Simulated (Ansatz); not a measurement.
Frontier orbitals of C₆H₁₉N₄Ta, SMILES `C[N](C)[Ta](=[NH])([N](C)C)[N](C)C`.

The species carries charge 0 and has multiplicity 1. Correlated methods include outer-core shells of Ta, which these sets cover unevenly. Ta: def2 effective core potential. All single points use the PBE0-D4/def2-TZVP geometry. It is one conformer, not always the lowest. Basis def2-TZVPP, the Gaussian-basis code of Ansatz.

```tsv
functional	HOMO (eV)	LUMO (eV)	gap (eV)
PBE	-4.50	-0.35	4.15
r2SCAN	-4.71	-0.13	4.58
PBE0	-5.70	0.44	6.14
r2SCANh	-5.17	0.18	5.35
LC-ωPBE	-8.26	2.44	10.70
ωB97M-V	-7.89	1.74	9.63
```

From PBE to PBE0 the HOMO moves by −1.20 eV and the LUMO by +0.79 eV, and with ωB97M-V by −3.39 and +2.09 eV, so the gap grows from 4.15 to 9.63 eV with exact exchange. A positive LUMO is unbound and depends on the basis.

LC-ωPBE has ω = 0.4 bohr⁻¹.
